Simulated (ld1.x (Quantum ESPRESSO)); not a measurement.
## PBE TM dataset for praseodymium (Pr), scalar-relativistic all-electron reference.

```json
{
  "Element": "praseodymium",
  "Generator": "ld1.x (Quantum ESPRESSO) 7.5",
  "Type": "norm-conserving Troullier–Martins (Kleinman–Bylander form)",
  "Functional": "PBE",
  "Relativity": "scalar-relativistic",
  "Frozen core": "[Kr]",
  "Valence charge": "23",
  "Reference configuration": "4d10 4f3 5s2 5p6 5d0 6s2 6p0",
  "Partial waves": "5p (bound): rc 1.95 bohr; 4d (bound): rc 0.80 bohr; 4f (bound): rc 1.00 bohr; 5s (bound): rc 1.55 bohr",
  "Local potential": "the s channel",
  "Core correction": "a·sin(br)/r model core inside 0.65 bohr"
}
```

Occupied shells without a wave of their own: 6s. They enter only through the test configuration that unscreens the potential, and ld1.x also counts them in the model core charge.

Poles of the logarithmic derivatives, all-electron (AE) and pseudo (PS). s: poles at -1.9 (AE) and -1.9 (PS) Ry. p: poles at 0.1 (AE) and 0.0 (PS) Ry. d: poles at -8.1, 3.2 (AE) and -8.1, 4.6 (PS) Ry. f: poles at 0.2 (AE) and 0.2 (PS) Ry. Test radius 2.15 bohr.

* Cutoffs needed: 300 Ry and over 300 Ry (the cutoffs (Ry, on a coarse ladder) from which the occupation-weighted sum of valence levels, in a spherical-Bessel basis at the reference potential, stays within 10 and 1 mRy of its value at 400 Ry)
* Ghost test: no extra level below or beside the all-electron valence levels (p, d, f, s tested) (spherical-Bessel basis up to 400 Ry, 20 bohr box)
* Largest excitation error: -1736 meV (all-electron minus pseudo) for 4d10 4f2 5s2 5p6 5d1 6s1 6p0, out of 7 test configurations

ld1.x takes every shell without a wave as core, so the model core holds the 6s electrons as well and exchange and correlation see them twice. This cancels in the reference configuration, but the file is broken for other ones, and its errors say nothing about a proper core correction.
